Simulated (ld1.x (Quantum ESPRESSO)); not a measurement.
## selenium (Se): one change to a TM potential, before and after

| Property | Result |
| --- | --- |
| Element | selenium (Se) |
| Generator | ld1.x (Quantum ESPRESSO) 7.5 |
| Type | norm-conserving Troullier–Martins (Kleinman–Bylander form) |
| Functional | revPBE |
| Relativity | fully relativistic |
| Frozen core | [Ar] 3d10 |
| Valence charge | 6 |
| Reference configuration | 4s2 4p4 |
| Partial waves | 4s (bound): rc 1.55 bohr; 4p (bound): rc 2.00 bohr |
| Local potential | all-electron potential smoothed inside 1.80 bohr (lloc = -2) |
| Core correction | a·sin(br)/r model core inside 1.40 bohr |

Open shells are filled in proportion to 2j + 1 (rel_dist='average').

All-electron outer shells of the reference configuration (revPBE, scalar-relativistic, ld1.x):

```json
{"shell": "3p", "level (eV)": "-152.97", "outermost node (bohr)": "0.21", "outermost maximum (bohr)": "0.50"}
{"shell": "3d", "level (eV)": "-53.06", "outermost node (bohr)": "–", "outermost maximum (bohr)": "0.45"}
{"shell": "4s", "level (eV)": "-17.23", "outermost node (bohr)": "0.70", "outermost maximum (bohr)": "1.51"}
{"shell": "4p", "level (eV)": "-6.47", "outermost node (bohr)": "0.74", "outermost maximum (bohr)": "1.82"}
```

Change: all radii but the core radius scaled by about 1.03 (s 1.60, p 2.06 bohr); local potential all-electron potential smoothed inside 1.86 bohr (lloc = -2).

Cutoffs: the cutoffs (Ry, on a coarse ladder) from which the occupation-weighted sum of valence levels, in a spherical-Bessel basis at the reference potential, stays within 10 and 1 mRy of its value at 400 Ry; they do not see the model core or the augmentation charge, which bear on the density cutoff. Errors are all-electron minus pseudo energies relative to the spin-unpolarised reference configuration.

**Question.** What does the change do?

**Answer.** The potential gets softer (40 Ry and 55 Ry → 35 Ry and 50 Ry); of the 7 tests that both files solve, the error grows in 1 and shrinks in 0 by more than 15 % and 0.3 meV (median size 9.7 → 9.8 meV); neither file shows a bound ghost. A larger radius leaves more room for a smooth pseudo-wave, so fewer plane waves are needed.

```csv
quantity,base,changed
"cutoff, loose",40 Ry,35 Ry
"cutoff, tight",55 Ry,50 Ry
bound ghosts,none,none
"error for 4s2 4p3, meV [ΔE 10.81 eV]",-1.0,-1.3
"error for 4s2 4p2, meV [ΔE 31.12 eV]",-14,-16
"error for 4s2 4p1, meV [ΔE 61.92 eV]",-71,-77
"error for 4s2 4p0, meV [ΔE 103.99 eV]",-231,-247
"error for 4s2 4p3.5, meV [ΔE 4.29 eV]",-0.1,-0.1
"error for 4s1 4p5, meV [ΔE 10.85 eV]",-5.4,-5.1
"error for 4s1 4p4, meV [ΔE 22.32 eV]",-9.7,-9.8
```
